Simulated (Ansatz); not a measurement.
Gas-phase reaction R1 → P1 + P2, each structure at its B3LYP-D3(BJ)/def2-TZVP stationary point, reached from a drawn start (curvature not checked).
R1, SiCl4 (SMILES Cl[Si](Cl)(Cl)Cl) (charge 0, multiplicity 1):
```xyz
5

Si     0.00000     0.00000     0.00000
Cl     1.17346     1.17346     1.17346
Cl     1.17346    -1.17346    -1.17346
Cl    -1.17346     1.17346    -1.17346
Cl    -1.17346    -1.17346     1.17346
```
P1: Cl3Si (SMILES Cl[Si](Cl)Cl), charge 0, multiplicity 2.
P2: Cl atom, charge 0, multiplicity 2.

P less R. No zero-point or thermal terms; singlets are restricted closed shells; open shells are unrestricted; no spin–orbit coupling.

Cores are frozen in the correlated methods.

The values were computed with Ansatz (a quantum-chemistry and plane-wave program). No computed number here is a measurement.

Total energies in hartree:

```json
[
 {"structure": "R1", "PBE/def2-TZVPP": "-2129.674109", "r2SCAN/def2-TZVPP": "-2130.431599", "CCSD(T)/cc-pV(Q+d)Z": "-2128.322942"},
 {"structure": "P1", "PBE/def2-TZVPP": "-1669.547117", "r2SCAN/def2-TZVPP": "-1670.143791", "CCSD(T)/cc-pV(Q+d)Z": "-1668.452508"},
 {"structure": "P2", "PBE/def2-TZVPP": "-459.958430", "r2SCAN/def2-TZVPP": "-460.116931", "CCSD(T)/cc-pV(Q+d)Z": "-459.694492"}
]
```

### Question
Work out the reaction energy at each level in kcal/mol (1 hartree = 627.50947 kcal/mol), and say how far PBE/def2-TZVPP lies from CCSD(T)/cc-pV(Q+d)Z.

### Answer
- PBE/def2-TZVPP: (-1669.547117) + (-459.958430) − (-2129.674109) = 0.168562 hartree = 105.77 kcal/mol
- r2SCAN/def2-TZVPP: (-1670.143791) + (-460.116931) − (-2130.431599) = 0.170877 hartree = 107.23 kcal/mol
- CCSD(T)/cc-pV(Q+d)Z: (-1668.452508) + (-459.694492) − (-2128.322942) = 0.175942 hartree = 110.41 kcal/mol
PBE/def2-TZVPP less CCSD(T)/cc-pV(Q+d)Z: -4.64 kcal/mol. CCSD(T)/cc-pV(Q+d)Z is the level counted from, the highest shown, and no exact or measured value.
